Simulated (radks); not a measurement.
The numbers below are computed, except where a source is named.
Ho XII, 56 electrons, occupied as [Kr] 4d10 4f8 5s2 (the NIST ground configuration). Level of theory: scalar-relativistic Kohn-Sham, SCAN, spin-polarised, spherical densities, finite nucleus; open shells are filled with parallel spins first (spin-orbit coupling, left out, can overturn this in heavy ions); meta-GGA in the generalised Kohn-Sham scheme; Fermi nuclear charge, rms radius 5.2022 fm (a radial shooting solver on a logarithmic mesh with Libxc functionals).

Radial electron density D(r) = 4 pi r^2 rho(r):

| r (bohr) | D(r) (e/bohr) | spin D(r) |
|---|---|---|
| 0.001663 | 11.11 | -0.0000295 |
| 0.002183 | 16.64 | -0.0000456 |
| 0.002842 | 24.13 | -0.0000695 |
| 0.003731 | 34.41 | -0.000109 |
| 0.004858 | 46.86 | -0.000171 |
| 0.006377 | 61.43 | -0.000287 |
| 0.008303 | 75.33 | -0.000502 |
| 0.0109 | 86.18 | -0.000949 |
| 0.01419 | 90.13 | -0.00181 |
| 0.01863 | 86.61 | -0.00350 |
| 0.02426 | 80.56 | -0.00627 |
| 0.03184 | 81.64 | -0.0102 |
| 0.04146 | 96.12 | -0.0138 |
| 0.05441 | 115.7 | -0.0143 |
| 0.07085 | 118.4 | -0.00665 |
| 0.093 | 100.3 | 0.0261 |
| 0.1211 | 91.04 | 0.155 |
| 0.159 | 104.1 | 0.631 |
| 0.207 | 100.4 | 1.87 |
| 0.2717 | 64.07 | 4.28 |
| 0.3538 | 47.46 | 7.31 |
| 0.4643 | 56.31 | 9.39 |
| 0.6046 | 47.21 | 8.75 |
| 0.7936 | 23.77 | 5.77 |
| 1.033 | 9.527 | 2.69 |
| 1.356 | 3.005 | 0.706 |
| 1.766 | 0.5432 | 0.0914 |
| 2.318 | 0.03302 | 0.00400 |
| 3.019 | 0.0005673 | 0.0000540 |

D(r) has 4 maxima, at r = 0.0142, 0.0639, 0.178, 0.487 bohr, and minima at 0.0273, 0.116, 0.345 bohr, inside which lie 1.93, 11.11, 29.48 electrons.
